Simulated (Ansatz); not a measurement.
C2H8OSi2 can be A, `OC1C[SiH2][SiH2]1`, or B, `C=C[SiH2]O[SiH3]`.

Gas-phase electronic energies from Ansatz, PBE0-D4/def2-TZVP geometries. CCSD(T)/CBS is the MP2 limit (def2-TZVPP, def2-QZVPP) plus CCSD(T) − MP2 in def2-TZVPP, frozen cores. Functionals use def2-TZVPP. B3LYP here is the variant with VWN-RPA as its local correlation; programs differ in this. One conformer a species, not always the lowest.

Problem. Which is lower in electronic energy at CCSD(T)/CBS, and by how much? (Estimate.)

Solution. Computed: B, by 259.4 kJ/mol.

Problem. Give E(B) − E(A) in kJ/mol with CCSD(T)/def2-TZVPP, r2SCAN-D4, PBE0-D4, MP2/def2-TZVPP, CCSD/def2-TZVPP, PBE-D4, B3LYP-D4. (Best estimate.)

Solution. Computed: CCSD(T)/def2-TZVPP -258.6, r2SCAN-D4 -240.9, PBE0-D4 -214.6, MP2/def2-TZVPP -261.5, CCSD/def2-TZVPP -266.6, PBE-D4 -204.0, B3LYP-D4 -266.0. None reverses the order clearly.

Problem. Does the order hold for the free energy at 298.15 K (harmonic terms from PBE0-D4)? (An estimate is asked.)

Solution. The calculation gave: Yes: G(B) − G(A) = -277.8 kJ/mol, for one conformer each. Modes under 60 cm⁻¹, often nearly free rotors, make the harmonic entropy too high.

Largest T1 diagnostic: 0.012.

From BLYP to BHLYP (50 % exact exchange), in def2-TZVPP and without D4, E(B) − E(A) moves by −18.7 kJ/mol. In def2-TZVPP, CCSD(T) changes the Hartree–Fock value by +67.0 kJ/mol (the triples alone add +8.0 kJ/mol) and MP2 by +64.1 kJ/mol.
